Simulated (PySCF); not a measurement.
C7H11N.
Atom-mapped SMILES: `[N:1]#[C:2][CH:3]1[CH2:4][CH2:5][CH2:6][CH2:7][CH2:8]1` (hydrogens: H9 on C3; H10, H11 on C4; H12, H13 on C5; H14, H15 on C6; H16, H17 on C7; H18, H19 on C8)

The same species was optimised twice, with GFN2-xTB and with PBE0-D3(BJ)/def2-SVP (PySCF), and the same property calculations (PySCF, gas phase) were run on both structures.

```json
{"coordinate": "C2–C3 (Å)", "GFN2-xTB": "1.444", "PBE0-D3(BJ)/def2-SVP": "1.465", "change": "+0.021"}
{"coordinate": "N1≡C2 (Å)", "GFN2-xTB": "1.144", "PBE0-D3(BJ)/def2-SVP": "1.158", "change": "+0.014"}
{"coordinate": "C3–C4 (Å)", "GFN2-xTB": "1.536", "PBE0-D3(BJ)/def2-SVP": "1.538", "change": "+0.002"}
{"coordinate": "C3–C8 (Å)", "GFN2-xTB": "1.536", "PBE0-D3(BJ)/def2-SVP": "1.538", "change": "+0.002"}
{"coordinate": "C4–C5 (Å)", "GFN2-xTB": "1.526", "PBE0-D3(BJ)/def2-SVP": "1.524", "change": "-0.002"}
{"coordinate": "C7–C8 (Å)", "GFN2-xTB": "1.526", "PBE0-D3(BJ)/def2-SVP": "1.524", "change": "-0.002"}
{"coordinate": "C5–C6 (Å)", "GFN2-xTB": "1.526", "PBE0-D3(BJ)/def2-SVP": "1.526", "change": "0.000"}
{"coordinate": "C6–C7 (Å)", "GFN2-xTB": "1.526", "PBE0-D3(BJ)/def2-SVP": "1.526", "change": "0.000"}
{"coordinate": "N1–C2–C3 (°)", "GFN2-xTB": "180.0", "PBE0-D3(BJ)/def2-SVP": "178.8", "change": "-1.2"}
{"coordinate": "C5–C6–C7 (°)", "GFN2-xTB": "110.4", "PBE0-D3(BJ)/def2-SVP": "111.5", "change": "+1.1"}
{"coordinate": "C3–C4–C5 (°)", "GFN2-xTB": "110.7", "PBE0-D3(BJ)/def2-SVP": "111.7", "change": "+1.0"}
{"coordinate": "C3–C8–C7 (°)", "GFN2-xTB": "110.7", "PBE0-D3(BJ)/def2-SVP": "111.7", "change": "+1.0"}
{"coordinate": "C6–C7–C8 (°)", "GFN2-xTB": "110.5", "PBE0-D3(BJ)/def2-SVP": "111.5", "change": "+1.0"}
{"coordinate": "C4–C5–C6 (°)", "GFN2-xTB": "110.5", "PBE0-D3(BJ)/def2-SVP": "111.5", "change": "+1.0"}
{"coordinate": "C2–C3–C4 (°)", "GFN2-xTB": "110.0", "PBE0-D3(BJ)/def2-SVP": "110.7", "change": "+0.7"}
{"coordinate": "C2–C3–C8 (°)", "GFN2-xTB": "110.0", "PBE0-D3(BJ)/def2-SVP": "110.6", "change": "+0.6"}
```

Rotational constants: A = 3041, B = 1816, C = 1607 MHz (GFN2-xTB) against A = 3031, B = 1763, C = 1556 MHz (PBE0-D3(BJ)/def2-SVP). Point groups within 0.08 Å: Cs and Cs.

On the GFN2-xTB structure: HOMO (eV) -8.81 [PBE0/pcSseg-1]; LUMO (eV) 0.74 [PBE0/pcSseg-1]; dipole (D) 3.97 [PBE0/pcSseg-1]; GIAO shielding of N1 (ppm) -33.3 [PBE0/pcSseg-1]; GIAO shielding of C2 (ppm) 60.2 [PBE0/pcSseg-1]; GIAO shielding of C3 (ppm) 159.5 [PBE0/pcSseg-1]; GIAO shielding of C4/C8 (mean) (ppm) 153.8 [PBE0/pcSseg-1]; GIAO shielding of C5/C7 (mean) (ppm) 160.7 [PBE0/pcSseg-1]; GIAO shielding of C6 (ppm) 156.8 [PBE0/pcSseg-1].

Task: What do these properties become on the PBE0-D3(BJ)/def2-SVP structure?

Result: 
```json
{"property": "HOMO (eV)", "level": "PBE0/pcSseg-1", "on GFN2-xTB": "-8.81", "on PBE0-D3(BJ)/def2-SVP": "-8.84", "change": "-0.03"}
{"property": "LUMO (eV)", "level": "PBE0/pcSseg-1", "on GFN2-xTB": "0.74", "on PBE0-D3(BJ)/def2-SVP": "0.67", "change": "-0.07"}
{"property": "dipole (D)", "level": "PBE0/pcSseg-1", "on GFN2-xTB": "3.97", "on PBE0-D3(BJ)/def2-SVP": "4.04", "change": "+0.07"}
{"property": "energy, GFN2-xTB geometry as zero (kcal/mol)", "level": "PBE0/pcSseg-1", "on GFN2-xTB": "0.0", "on PBE0-D3(BJ)/def2-SVP": "-0.9", "change": "-0.9"}
{"property": "GIAO shielding of N1 (ppm)", "level": "PBE0/pcSseg-1", "on GFN2-xTB": "-33.3", "on PBE0-D3(BJ)/def2-SVP": "-39.6", "change": "-6.3"}
{"property": "GIAO shielding of C2 (ppm)", "level": "PBE0/pcSseg-1", "on GFN2-xTB": "60.2", "on PBE0-D3(BJ)/def2-SVP": "57.2", "change": "-3.0"}
{"property": "GIAO shielding of C3 (ppm)", "level": "PBE0/pcSseg-1", "on GFN2-xTB": "159.5", "on PBE0-D3(BJ)/def2-SVP": "156.7", "change": "-2.8"}
{"property": "GIAO shielding of C4/C8 (mean) (ppm)", "level": "PBE0/pcSseg-1", "on GFN2-xTB": "153.8", "on PBE0-D3(BJ)/def2-SVP": "152.8", "change": "-1.0"}
{"property": "GIAO shielding of C5/C7 (mean) (ppm)", "level": "PBE0/pcSseg-1", "on GFN2-xTB": "160.7", "on PBE0-D3(BJ)/def2-SVP": "160.4", "change": "-0.3"}
{"property": "GIAO shielding of C6 (ppm)", "level": "PBE0/pcSseg-1", "on GFN2-xTB": "156.8", "on PBE0-D3(BJ)/def2-SVP": "156.4", "change": "-0.4"}
```

The heavy atoms differ by 0.033 Å rms after alignment. Among bonds between heavy atoms C2–C3 changes most (+0.021 Å). Changes are differences of the printed values. Neither structure is proved a minimum here.
